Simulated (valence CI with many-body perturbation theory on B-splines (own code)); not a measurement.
# E1 transitions of Cu XVI

Calculated by configuration interaction combined with many-body perturbation theory (CI+MBPT): four valence electrons over a frozen Dirac-Fock core [Ne], a basis of 11 s, 11 p, 9 d, 7 f, 5 g, 2 h, 1 i functions for each j, with the one-electron correlation potential Σ1, the two-electron term Σ2, the three-electron term Σ3, Breit, model QED; selected CI, second order for the rest (own B-spline code, finite nucleus).

No measured spectrum was set against this ion. As an estimate, levels of excited configurations hold to 0.05 to 0.15 % of their energy, terms of the ground configuration to about 0.5 %.

Lines 51 to 100 of 215 in falling wavelength, among levels below 124.63 eV, chosen from the strongest by gf and those to the six lowest levels. Wavelengths and rates use the calculated energies, so an error of 200 cm⁻¹ moves a line at 260.9 Å by 0.052 % and its rate by three times that or more. Electric multipoles are in the length gauge, E1 and E2 with the static RPA response of the core. Weak lines are less certain than strong ones. Lines between different terms over intervals too small for the method are left out, as are lines whose strength nearly cancels. Where a level lies close to another of its J and parity, the split of strength between their lines is uncertain. The highest levels of a list are the least certain.

Names give the largest LS component (configuration and term), which can be under half, so a name can repeat, a term be missing and a line seem to break the LS rules; names also repeat where a configuration has a term twice. Letters in brackets count levels of one name in rising energy.

| λ vac (Å) | Upper | Lower | A (s⁻¹) | S (a.u.) with core polarisation | S without |
| --- | --- | --- | --- | --- | --- |
| 260.9 | 3s.3p2.3d 3D_2 [b] | 3s2.3p.3d 3P°_2 | 1.07e+09 | 4.70e-02 | 4.85e-02 |
| 260.6 | 3s.3p2.3d 1P_1 | 3s2.3p.3d 3P°_2 | 1.49e+09 | 3.92e-02 | 4.05e-02 |
| 260.3 | 3s.3p3 3P°_2 | 3s2.3p2 3P_2 | 5.10e+09 | 2.22e-01 | 2.30e-01 |
| 258.5 | 3s.3p2.3d 1G_4 | 3s2.3p.3d 3F°_4 | 6.74e+08 | 5.17e-02 | 5.35e-02 |
| 258.1 | 3s.3p3 3S°_1 | 3s2.3p2 1S_0 | 6.90e+08 | 1.76e-02 | 1.82e-02 |
| 257.2 | 3s.3p2.3d 3G_4 | 3s2.3p.3d 3F°_3 | 9.75e+09 | 7.37e-01 | 7.61e-01 |
| 256.7 | 3s.3p2.3d 3P_1 [a] | 3s.3p3 3S°_1 | 1.79e+09 | 4.47e-02 | 4.63e-02 |
| 255.5 | 3s.3p2.3d 3P_1 [b] | 3s2.3p.3d 3P°_2 | 2.23e+09 | 5.50e-02 | 5.68e-02 |
| 253.1 | 3s.3p3 3P°_0 | 3s2.3p2 3P_1 | 6.08e+09 | 4.86e-02 | 5.03e-02 |
| 252.8 | 3s.3p2.3d 3D_3 [b] | 3s2.3p.3d 3P°_2 | 1.23e+09 | 6.88e-02 | 7.12e-02 |
| 252.2 | 3s.3p2.3d 3G_3 | 3s2.3p.3d 3F°_2 | 9.90e+09 | 5.48e-01 | 5.66e-01 |
| 251.9 | 3s.3p3 3P°_1 | 3s2.3p2 3P_1 | 3.46e+09 | 8.17e-02 | 8.46e-02 |
| 251.0 | 3s.3p2.3d 3P_2 [b] | 3s2.3p.3d 3P°_2 | 7.72e+08 | 3.01e-02 | 3.12e-02 |
| 251.0 | 3s.3p3 3P°_2 | 3s2.3p2 3P_1 | 3.19e+08 | 1.24e-02 | 1.29e-02 |
| 250.2 | 3s.3p2.3d 3D_1 [c] | 3s2.3p.3d 3D°_1 | 1.42e+09 | 3.30e-02 | 3.42e-02 |
| 246.4 | 3p4 3P_1 | 3s.3p3 3D°_2 | 5.61e+09 | 1.24e-01 | 1.29e-01 |
| 246.1 | 3p4 3P_1 | 3s.3p3 3D°_1 | 2.47e+09 | 5.46e-02 | 5.65e-02 |
| 245.2 | 3s.3p2.3d 3D_2 [a] | 3s2.3p.3d 3F°_2 | 1.45e+09 | 5.28e-02 | 5.46e-02 |
| 244.3 | 3p4 3P_0 | 3s.3p3 3D°_1 | 8.42e+09 | 6.06e-02 | 6.27e-02 |
| 243.7 | 3s.3p2.3d 3F_3 [b] | 3s2.3p.3d 3F°_4 | 7.94e+08 | 3.97e-02 | 4.11e-02 |
| 243.4 | 3s.3p2.3d 1F_3 | 3s2.3p.3d 3F°_3 | 1.05e+09 | 5.25e-02 | 5.43e-02 |
| 242.2 | 3p4 1D_2 | 3s.3p3 3D°_3 | 1.07e+09 | 3.75e-02 | 3.88e-02 |
| 240.6 | 3s.3p3 3P°_1 | 3s2.3p2 3P_0 | 1.72e+09 | 3.55e-02 | 3.67e-02 |
| 238.9 | 3s.3p2.3d 3F_2 [b] | 3s2.3p.3d 3F°_3 | 1.39e+09 | 4.67e-02 | 4.83e-02 |
| 236.7 | 3s.3p3 1D°_2 | 3s2.3p2 3P_2 | 2.01e+08 | 6.59e-03 | 6.82e-03 |
| 235.8 | 3s.3p3 1P°_1 | 3s2.3p2 1S_0 | 5.58e+09 | 1.08e-01 | 1.12e-01 |
| 234.8 | 3s.3p2.3d 3F_4 [b] | 3s2.3p.3d 3F°_4 | 3.15e+09 | 1.81e-01 | 1.88e-01 |
| 233.0 | 3s.3p2.3d 3F_3 [b] | 3s2.3p.3d 3F°_3 | 4.44e+09 | 1.94e-01 | 2.01e-01 |
| 232.2 | 3s.3p2.3d 3F_2 [b] | 3s2.3p.3d 3F°_2 | 6.47e+09 | 2.00e-01 | 2.07e-01 |
| 229.0 | 3s.3p3 1D°_2 | 3s2.3p2 3P_1 | 1.95e+08 | 5.77e-03 | 5.96e-03 |
| 227.7 | 3s.3p3 3S°_1 | 3s2.3p2 1D_2 | 3.15e+08 | 5.50e-03 | 5.67e-03 |
| 222.3 | 3s.3p2.3d 1P_1 | 3s2.3p.3d 3F°_2 | 6.87e+09 | 1.12e-01 | 1.15e-01 |
| 221.0 | 3s.3p2.3d 3P_2 [b] | 3s2.3p.3d 3F°_3 | 1.02e+09 | 2.72e-02 | 2.81e-02 |
| 220.5 | 3s2.3p.3d 3F°_2 | 3s2.3p2 1D_2 | 7.68e+08 | 2.03e-02 | 2.10e-02 |
| 214.9 | 3s2.3p.3d 3F°_3 | 3s2.3p2 1D_2 | 1.52e+07 | 5.21e-04 | 5.31e-04 |
| 214.2 | 3s.3p2.3d 3G_3 | 3s.3p3 1D°_2 | 1.41e+09 | 4.79e-02 | 4.95e-02 |
| 214.1 | 3s.3p2.3d 3D_2 [c] | 3s2.3p.3d 3F°_3 | 2.24e+10 | 5.42e-01 | 5.60e-01 |
| 213.9 | 3p4 3P_2 | 3s.3p3 5S°_2 | 7.78e+07 | 1.88e-03 | 1.94e-03 |
| 213.7 | 3s.3p2.3d 3P_2 [a] | 3s.3p3 3P°_2 | 2.89e+09 | 6.97e-02 | 7.21e-02 |
| 213.1 | 3s.3p2.3d 3P_2 [a] | 3s.3p3 3P°_1 | 2.05e+09 | 4.89e-02 | 5.06e-02 |
| 210.2 | 3s.3p3 1P°_1 | 3s2.3p2 1D_2 | 3.87e+10 | 5.32e-01 | 5.50e-01 |
| 209.9 | 3s.3p2.3d 3D_1 [c] | 3s2.3p.3d 3F°_2 | 2.10e+10 | 2.87e-01 | 2.97e-01 |
| 209.0 | 3s.3p3 3S°_1 | 3s2.3p2 3P_2 | 4.31e+10 | 5.83e-01 | 6.03e-01 |
| 208.9 | 3s2.3p.3d 3D°_1 | 3s2.3p2 1S_0 | 8.26e+07 | 1.12e-03 | 1.15e-03 |
| 208.8 | 3s.3p2.3d 3D_2 [c] | 3s2.3p.3d 3F°_2 | 1.28e+10 | 2.88e-01 | 2.97e-01 |
| 208.2 | 3s.3p2.3d 3D_3 [a] | 3s.3p3 1D°_2 | 2.94e+09 | 9.18e-02 | 9.48e-02 |
| 206.7 | 3s.3p2.3d 3P_1 [a] | 3s.3p3 3P°_2 | 1.07e+10 | 1.40e-01 | 1.45e-01 |
| 205.3 | 3s.3p2.3d 3P_1 [a] | 3s.3p3 3P°_0 | 3.66e+09 | 4.69e-02 | 4.84e-02 |
| 203.7 | 3p4 3P_1 | 3s.3p3 5S°_2 | 1.08e+06 | 1.35e-05 | 1.39e-05 |
| 203.0 | 3s.3p3 3S°_1 | 3s2.3p2 3P_1 | 1.97e+10 | 2.44e-01 | 2.52e-01 |
